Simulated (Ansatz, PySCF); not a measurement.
Reaction (SMILES): [Cl][In]([Cl])[Cl] → [Cl][In][Cl] + Cl atom (the Cl-In bond at the site shown breaks; other sites are not compared here)
Structures are relaxed separately at B3LYP-D3(BJ)/def2-TZVP in Ansatz (a first-principles code). A spin state is the lowest found, not a proven ground state.

Wanted: bond dissociation energy (electronic energy difference), in kcal/mol. Valence correlation only, unless marked. UHF or UKS for open shells. No spin-orbit coupling. Frozen are the shells of the preceding noble gas and the d and f shells that filled before the atom's block. Past Kr the def2 sets carry scalar-relativistic core potentials. STO-3G rows are all-electron and non-relativistic. Basis-set limits of correlation are two-point, X^-3; Hartree-Fock from the larger set. [CCSD(T)-MP2]/basis is that difference in the basis named.

```csv
level,program,bond dissociation energy (kcal/mol)
HF-D4/def2-TZVPD,PySCF + dftd4,66.3
PBE-D4/def2-TZVPD,Ansatz + dftd4,[?]
BLYP/def2-TZVPD,Ansatz,[?]
revPBE/def2-TZVPD,Ansatz,77.8
r2SCAN-D3(BJ)/def2-TZVPD,Ansatz + dftd3,84.7
B3LYP-D4/def2-TZVPD,Ansatz + dftd4,79.8
B3LYP/def2-TZVPD,Ansatz,77.9
PBE0/STO-3G,Ansatz,123.6
PBE0/def2-QZVPP,Ansatz,84.1
BHLYP-D4/def2-TZVPD,Ansatz + dftd4,80.8
TPSSh-D3(BJ)/def2-TZVPD,PySCF + dftd3,84.1
r2SCAN0-D4/def2-TZVPD,Ansatz + dftd4,84.0
r2SCAN0/def2-TZVPD,Ansatz,83.6
CAM-B3LYP/def2-TZVPD,Ansatz,81.4
RPA@PBE/def2-QZVPP,Ansatz,[?]
SCS-MP2/def2-SVPD,Ansatz,81.3
"RI-MP2/CBS(def2-TZVPPD,def2-QZVPPD)+[CCSD(T)-MP2]/def2-TZVPPD",Ansatz,89.5
```

### Question
Fill in the missing entries.

### Answer

- PBE-D4/def2-TZVPD, bond dissociation energy (kcal/mol): 83.7
- BLYP/def2-TZVPD, bond dissociation energy (kcal/mol): 74.8
- RPA@PBE/def2-QZVPP, bond dissociation energy (kcal/mol): 79.1
